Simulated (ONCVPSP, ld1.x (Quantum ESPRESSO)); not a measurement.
## Hardness and transferability of assorted potentials

Generated with ld1.x 7.5 (TM, RRKJ, ultrasoft, PAW), atompaw 4.2 or ONCVPSP 4.0.1. The cutoff is in Ry: for ld1.x and atompaw files where the sum of valence levels is converged to 10 mRy in a Bessel basis, for ONCV files where the hardest occupied wave has 1 mHa per electron of residual kinetic energy. The error is the largest all-electron minus pseudo excitation energy over each file’s own four to seven test configurations (ionisations up to +4, promotions, holes and added fractions of an electron), all of which were solved. The labels leave out finer settings (local radius, basis sizes, second energies), which also bear on the numbers. Spin-polarised tests are not counted. The rows are a selection from randomly drawn settings: files with unsolved tests, undetermined cutoffs or missed reference levels are left out.

A true bound ghost makes a file unfit for plane-wave use even where its test errors are small: the radial tests pick states by their node count and pass the ghost by.

| element | potential | cutoff (Ry) | largest error (meV) | bound ghosts |
| --- | --- | --- | --- | --- |
| C | ONCV, LDA (Perdew-Zunger), scalar-relativistic, rc 1.20/2.15/1.70 (spd), local smoothed, core correction yes, reference 2s2 2p2, qcut 5.3/7.3/6.2, projectors 2/1/2 | 58 | +675 | none |
| S | ONCV, PBE, scalar-relativistic, rc 0.75/0.80/0.65 (spd), local smoothed, core correction yes, reference 2s2 2p6 3s2 3p4, qcut 20.5/17.3/16, projectors 2/2/2 | 250 | -378 | none |
| Co | ONCV, PBEsol, scalar-relativistic, rc 1.10/0.80/1.50/1.35 (spdf), local smoothed, core correction yes, reference 3s2 3p6 3d7, qcut 13.1/11.4/11/7.3, projectors 2/1/2/1 | 115 | +64 | none |
| Ge | ONCV, LDA (Perdew-Wang 92), scalar-relativistic, rc 1.75/2.05 (sp), local smoothed, core correction yes, reference 4s2 4p2, qcut 3.5/3.7, projectors 2/2 | 33 | -76 | none |
| Ru | TM, PBE, scalar-relativistic, rc 1.30/1.65/1.60 (spd), local d, core correction yes, reference 4s2 4p6 4d6 5s0 5p0 | 90 | +111 | none |
| Cd | ONCV, PBEsol, fully relativistic, rc 1.30/1.20/1.65 (spd), local smoothed, core correction yes, reference 4s2 4p6 4d10 5s2, qcut 10.4/10.7/9.3, projectors 2/3/2 | 85 | +4.7 | none |

**Question.** Fill in the row for F: ONCV, PW91, non-relativistic, rc 0.60/1.50/1.20 (spd), local smoothed, core correction yes, reference 2s2 2p5, qcut 8.6/9.2/9.4, projectors 2/2/2.

**Answer.** cutoff 406 Ry, largest error +1298 meV, bound ghosts: s.

**Question.** Fill in the row for Pt: ONCV, PBE, scalar-relativistic, rc 2.85/2.65/1.75 (spd), local smoothed, core correction no, reference 5d9 6p1, qcut 2.8/3.8/9.3, projectors 2/2/2.

**Answer.** cutoff 38 Ry, largest error +18 meV, bound ghosts: s, p.

**Question.** Fill in the row for Ne: TM, LDA (PZ), non-relativistic, rc 0.55/1.35/1.20 (spd), local p, core correction yes, reference 2s2 2p6.

**Answer.** cutoff 230 Ry, largest error +2012 meV, bound ghosts: none.
